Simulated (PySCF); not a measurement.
**Static response to an electric field**

C₇H₆ClF.
SMILES with atom numbers: `[F:1][C@:2]1([Cl:3])[CH2:4][C:5]12[CH:6]=[CH:7][CH:8]=[CH:9]2` (hydrogens: H10, H11 on C4; H12 on C6; H13 on C7; H14 on C8; H15 on C9)

Geometry (GFN2-xTB, Å), atoms numbered from 1 in this order:
```xyz
15
C7H6ClF angstrom
F     -1.6399   -1.8623    0.8238
C     -1.5266   -0.5334    0.5944
Cl    -2.2518    0.3697    1.9054
C     -1.5981   -0.0574   -0.8019
C     -0.2577   -0.0399   -0.0694
C      0.8424   -0.9672   -0.3989
C      2.0060   -0.3315   -0.1910
C      1.7403    1.0171    0.2652
C      0.4139    1.2080    0.3401
H     -2.0701    0.8924   -0.9961
H     -1.7269   -0.8027   -1.5724
H      0.6822   -1.9756   -0.7288
H      2.9916   -0.7336   -0.3345
H      2.5058    1.7332    0.5002
H     -0.1153    2.0911    0.6419
```

Level: PBE0/def2-SVPD (PySCF), static field, nuclei fixed, core orbitals frozen in the response. The polarisability tensor in these axes (au):

```
x   112.77   2.18  -7.53
y     2.18  83.38   7.44
z    -7.53   7.44  76.53
```

Problem. What are the eigenvalues, a third of the trace, and Δα (Δα² = ½Σ(αi − αj)² over the three pairs)?

Solution. Principal values 70.42, 87.97 and 114.29 au; mean 90.89 au = 13.47 Å³ = 14.99 × 10⁻⁴⁰ C²·m²/J; Δα = 38.24 au (42 % of the mean).

Problem. What is the dipole moment, and where does it point?

Solution. (0.53, 0.83, -1.72) D, 1.98 D in size, pointing from the negative to the positive side. Measured along this direction, the outermost atoms are Cl3 at the negative end and H14 at the positive end.

Problem. Refractivity n − 1 of an ideal gas of it at 400 K and 1 atm, from the electronic α?

Solution. N = p/kT = 1.8347 × 10¹⁹ cm⁻³, so n − 1 = 2π × N × 13.47 × 10⁻²⁴ cm³ = 1553 × 10⁻⁶ at long wavelengths.

Problem. Find the Langevin capture rate constant for O2+ (31.990 u) meeting this molecule (144.014 u), k = 2.342 × 10⁻⁹ cm³/s × √(α in Å³ / reduced mass in u).

Solution. The reduced mass is 26.18 u, so k = 1.68 × 10⁻⁹ cm³/s. The formula leaves out the permanent dipole, which adds to the capture rate.

Problem. What depolarisation ratio follows for Rayleigh scattering of linearly polarised light, taking the static tensor?

Solution. ρ = 3Δα²/(45ᾱ² + 4Δα²) = 4387.6/(371779 + 5850.2) = 0.0116.

Geometry: GFN2-xTB; no solvent, vibrations or thermal averaging.

The run behind these numbers computed excited states as well. Time: 72 s of wall time; peak memory 0.92 GiB. Hardware: Intel Xeon at 2.70 GHz, one thread, shared host.
